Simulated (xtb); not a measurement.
CH₄N₂S, charge +1, doublet, from a rough starting geometry (a state made from the parent by changing its charge; the spin is typed, not shown lowest); GFN2-xTB (xtb 6.7.1).

Here is a job for xtb.
```
$ xtb mol.xyz --gfn 2 --chrg 1 --uhf 1 --opt vtight --json

# file mol.xyz
8

N      0.99579195    -0.46883899    -0.40492602
C      0.11630272     0.39429600     0.02143354
N     -1.15425474    -0.02087033     0.30816275
S      0.48916336     1.98582324     0.16198027
H      0.90102092    -1.44807445    -0.24847884
H      1.93313483    -0.14717448    -0.43368678
H     -1.43205034    -0.95180535     0.02353108
H     -1.88681674     0.71838763     0.48373827
```

### Question
What does xtb print? Leave out banner, timings and long lists.

### Answer

```
   ID    Z sym.   atoms
    1    7 N      1, 3
    2    6 C      2
    3   16 S      4
    4    1 H      5-8

           -------------------------------------------------
          |                Calculation Setup                |
           -------------------------------------------------

           -------------------------------------------------
          |                 G F N 2 - x T B                 |
           -------------------------------------------------

          ...................................................
          :                      SETUP                      :
          :.................................................:
          :  # basis functions                  26          :
          :  # atomic orbitals                  25          :
          :  # shells                           13          :
          :  # electrons                        23          :
          :  max. iterations                   250          :
          :  Hamiltonian                  GFN2-xTB          :
          :  restarted?                      false          :
          :  GBSA solvation                  false          :
          :  PC potential                    false          :
          :  electronic temp.          300.0000000     K    :
          :  accuracy                    1.0000000          :
          :  -> integral cutoff          0.2500000E+02      :
          :  -> integral neglect         0.1000000E-07      :
          :  -> SCF convergence          0.1000000E-05 Eh   :
          :  -> wf. convergence          0.1000000E-03 e    :
          :  Broyden damping             0.4000000          :
          :  net charge                          1          :
          :  unpaired electrons                  1          :
          ...................................................

 iter      E             dE          RMSdq      gap      omega  full diag
   1    -12.7261908 -0.127262E+02  0.684E+00    4.23       0.0  T
   2    -12.8731731 -0.146982E+00  0.536E+00    2.86       1.0  T
   3    -12.9210676 -0.478946E-01  0.361E+00    3.58       1.0  T
   4    -12.9266221 -0.555446E-02  0.274E+00    3.71       1.0  T
   5    -12.9118917  0.147304E-01  0.769E+00    4.14       1.0  T
   6    -12.9121818 -0.290066E-03  0.737E+00    4.12       1.0  T
   7    -12.9050418  0.713994E-02  0.105E+01    4.08       1.0  T
   8    -12.9128069 -0.776505E-02  0.720E+00    4.13       1.0  T
   9    -12.9214339 -0.862704E-02  0.930E+00    3.05       1.0  T
  10    -12.9285476 -0.711374E-02  0.512E+00    3.69       1.0  T
  11    -12.9306913 -0.214363E-02  0.341E+00    3.90       1.0  T
  12    -12.9314018 -0.710509E-03  0.283E+00    4.08       1.0  T
  13    -12.9343478 -0.294599E-02  0.658E-01    4.04       1.0  T
  14    -12.9325771  0.177067E-02  0.226E+00    3.95       1.0  T
  15    -12.9336197 -0.104264E-02  0.153E+00    3.99       1.0  T
  16    -12.9328546  0.765105E-03  0.202E+00    4.07       1.0  T
  17    -12.9340491 -0.119446E-02  0.115E+00    4.00       1.0  T
  18    -12.9344657 -0.416554E-03  0.524E-01    4.05       1.0  T
  19    -12.9345651 -0.994517E-04  0.201E-01    4.03       1.0  T
  20    -12.9345764 -0.113159E-04  0.113E-01    4.04       1.0  T
  21    -12.9345814 -0.501290E-05  0.267E-02    4.04       1.3  T
  22    -12.9345815 -0.969606E-07  0.221E-02    4.04       1.6  T
  23    -12.9345817 -0.193657E-06  0.412E-03    4.04       8.6  T
  24    -12.9345817  0.292603E-08  0.504E-03    4.04       7.0  T
  25    -12.9345817 -0.967135E-08  0.122E-03    4.04      29.0  T
  26    -12.9345817 -0.654689E-09  0.795E-05    4.04     445.0  T
  27    -12.9345817 -0.211209E-11  0.332E-05    4.04    1066.3  T

   *** convergence criteria satisfied after 27 iterations ***

         :::::::::::::::::::::::::::::::::::::::::::::::::::::
         ::                     SUMMARY                     ::
         :::::::::::::::::::::::::::::::::::::::::::::::::::::
         :: total energy             -12.781242132542 Eh    ::
         :: gradient norm              0.100124989293 Eh/a0 ::
         :: HOMO-LUMO gap              4.036011158787 eV    ::
         ::.................................................::
         :: SCC energy               -12.934580660964 Eh    ::
         :: -> isotropic ES            0.111172636753 Eh    ::
         :: -> anisotropic ES         -0.005943028547 Eh    ::
         :: -> anisotropic XC          0.007826266184 Eh    ::
         :: -> dispersion             -0.003560613515 Eh    ::
         :: repulsion energy           0.153338528422 Eh    ::
         :: add. restraining           0.000000000000 Eh    ::
         :: total charge               1.000000000000 e     ::
         :::::::::::::::::::::::::::::::::::::::::::::::::::::

      -----------------------------------------------------------
     |                   =====================                   |
     |                        A N C O P T                        |
     |                   =====================                   |
     |               Approximate Normal Coordinate               |
     |                Rational Function Optimizer                |
      -----------------------------------------------------------
      -----------------------------------------------------------
     |                   =====================                   |
     |                        A N C O P T                        |
     |                   =====================                   |
     |               Approximate Normal Coordinate               |
     |                Rational Function Optimizer                |
      -----------------------------------------------------------

          ...................................................
          :                      SETUP                      :
          :.................................................:
          :   optimization level         verytight          :
[...]
 * total energy  :   -12.7812421 Eh     change       -0.5382361E-12 Eh
 * total energy  :   -12.7887139 Eh     change       -0.7471768E-02 Eh
 * total energy  :   -12.7913265 Eh     change       -0.2612589E-02 Eh
 * total energy  :   -12.7919805 Eh     change       -0.6539816E-03 Eh
 * total energy  :   -12.7923024 Eh     change       -0.3219602E-03 Eh
 * total energy  :   -12.7923694 Eh     change       -0.6695156E-04 Eh
 * total energy  :   -12.7924198 Eh     change       -0.5038948E-04 Eh
 * total energy  :   -12.7924343 Eh     change       -0.1451784E-04 Eh
 * total energy  :   -12.7924408 Eh     change       -0.6485405E-05 Eh
 * total energy  :   -12.7924429 Eh     change       -0.2099316E-05 Eh
 * total energy  :   -12.7924432 Eh     change       -0.3420979E-06 Eh
 * total energy  :   -12.7924433 Eh     change       -0.4799976E-07 Eh
   *** GEOMETRY OPTIMIZATION CONVERGED AFTER 12 ITERATIONS ***
[...]
   4    -12.9397936 -0.124345E-12  0.326E-05    3.95    1085.6  T

   *** convergence criteria satisfied after 4 iterations ***

         :::::::::::::::::::::::::::::::::::::::::::::::::::::
         ::                     SUMMARY                     ::
         :::::::::::::::::::::::::::::::::::::::::::::::::::::
         :: total energy             -12.792443265029 Eh    ::
         :: gradient norm              0.000103043499 Eh/a0 ::
         :: HOMO-LUMO gap              3.945246508351 eV    ::
         ::.................................................::
         :: SCC energy               -12.939792386071 Eh    ::
         :: -> isotropic ES            0.110574535985 Eh    ::
         :: -> anisotropic ES         -0.008524056921 Eh    ::
         :: -> anisotropic XC          0.007876397804 Eh    ::
         :: -> dispersion             -0.003525811676 Eh    ::
         :: repulsion energy           0.147349121042 Eh    ::
         :: add. restraining           0.000000000000 Eh    ::
         :: total charge               1.000000000000 e     ::
         :::::::::::::::::::::::::::::::::::::::::::::::::::::

           -------------------------------------------------
          |                Property Printout                |
           -------------------------------------------------

    * Orbital Energies and Occupations

         #    Occupation            Energy/Eh            Energy/eV
      -------------------------------------------------------------
         1        2.0000           -0.9388620             -25.5477
         2        2.0000           -0.9083919             -24.7186
         3        2.0000           -0.8730651             -23.7573
         4        2.0000           -0.8079457             -21.9853
         5        2.0000           -0.7901707             -21.5016
         6        2.0000           -0.7796070             -21.2142
         7        2.0000           -0.7577723             -20.6200
         8        2.0000           -0.7379786             -20.0814
         9        2.0000           -0.6898117             -18.7707
        10        2.0000           -0.6488071             -17.6549
        11        1.6299           -0.5979565             -16.2712
        12        1.3701           -0.5969457             -16.2437 (HOMO)
        13                         -0.4519606             -12.2985 (LUMO)
        14                         -0.3762731             -10.2389
        15                         -0.2226160              -6.0577
        16                         -0.2219141              -6.0386
        17                         -0.1966451              -5.3510
        18                         -0.1885451              -5.1306
        19                         -0.1498732              -4.0783
        20                         -0.1125389              -3.0623
        21                         -0.0454567              -1.2369
        22                          0.0021558               0.0587
        23                          0.1560435               4.2462
       ...                                ...                  ...
        25                          0.2893662               7.8741
      -------------------------------------------------------------
                  HL-Gap            0.1449851 Eh            3.9452 eV
             Fermi-level           -0.5609522 Eh          -15.2643 eV

     #   Z          covCN         q      C6AA      α(0)
     1   7 N        2.699    -0.182    24.936     7.416
     2   6 C        2.794     0.190    23.945     8.016
     3   7 N        2.699    -0.182    24.936     7.417
     4  16 S        1.091     0.176   132.318    19.453
     5   1 H        0.860     0.246     0.898     1.484
     6   1 H        0.860     0.253     0.873     1.464
     7   1 H        0.860     0.246     0.898     1.484
     8   1 H        0.860     0.253     0.873     1.464

 Mol. C6AA /au·bohr⁶  :        904.322255
 Mol. C8AA /au·bohr⁸  :      27693.544266
 Mol. α(0) /au        :         48.198636

Wiberg/Mayer (AO) data.
largest (>0.10) Wiberg bond orders for each atom

 ---------------------------------------------------------------------------
     #   Z sym  total        # sym  WBO       # sym  WBO       # sym  WBO
 ---------------------------------------------------------------------------
     1   7 N    3.457 --     2 C    1.404     6 H    0.917     5 H    0.911
                             3 N    0.153
     2   6 C    3.965 --     1 N    1.404     3 N    1.404     4 S    1.158
     3   7 N    3.457 --     2 C    1.404     8 H    0.918     7 H    0.911
                             1 N    0.153
     4  16 S    1.323 --     2 C    1.158
     5   1 H    0.938 --     1 N    0.911
     6   1 H    0.936 --     1 N    0.917
     7   1 H    0.938 --     3 N    0.911
     8   1 H    0.936 --     3 N    0.918
 ---------------------------------------------------------------------------

Topologies differ in total number of bonds
Writing topology from bond orders to xtbtopo.mol

molecular dipole:
                 x           y           z       tot (Debye)
 q only:        0.012       0.101      -0.013
   full:       -0.027      -0.061      -0.027       0.184
molecular quadrupole (traceless):
                xx          xy          yy          xz          yz          zz
 q only:        4.709      -0.524       1.649      -2.423       1.271      -6.358
  q+dip:        5.686      -0.716       1.672      -2.868       1.469      -7.358
   full:        5.413      -0.669       1.637      -2.739       1.409      -7.050

optimized geometry written to: xtbopt.xyz

           -------------------------------------------------
          | TOTAL ENERGY              -12.792443265029 Eh   |
          | GRADIENT NORM               0.000103043499 Eh/α |
          | HOMO-LUMO GAP               3.945246508351 eV   |
           -------------------------------------------------

normal termination of xtb
```
